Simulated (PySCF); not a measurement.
C₂H₆BFO₂. Atoms are numbered in the order given.

```xyz
12

O      2.5263     0.1379     0.0431
C      1.3848    -0.1570    -0.7391
B      0.0000     0.0000    -0.0129
F      0.0000     0.0000     1.3286
C     -1.3848     0.1570    -0.7391
O     -2.5263    -0.1379     0.0431
H      2.3726    -0.2031     0.9338
H      1.4121    -1.1957    -1.1526
H      1.4126     0.4874    -1.6369
H     -1.4121     1.1957    -1.1526
H     -1.4126    -0.4874    -1.6369
H     -2.3726     0.2031     0.9338
```
Charge 0, spin multiplicity 1.

Coordinates come from a B3LYP-D3(BJ)/def2-SVP optimisation. The structure was generated by enumeration, and PubChem lists no compound with its InChIKey, so it may never have been made. Other conformers were not sampled.

The numbers are results of PySCF with r2SCAN/def2-TZVP, not measurements.

The molecule is in vacuum.

```
Quantity                                                                                                       Result
---------------------------------------------------------------------------------------------  ----------------------
total energy                                                                                       -354.97119 hartree
point group                                                                                                        C2
highest occupied level                                                                                       -6.38 eV
lowest empty level                                                                                           -1.12 eV
orbital gap                                                                                                   5.26 eV
dipole moment                                                                                                  0.03 D
quadrupole, principal values (traceless, Buckingham form, about the centre of nuclear charge)  -15.05, 6.71, 8.34 D·Å
mean static polarisability                                                                       46.8 bohr³ (6.93 Å³)
polarisability, principal values                                                               39.1, 48.0, 53.2 bohr³
```
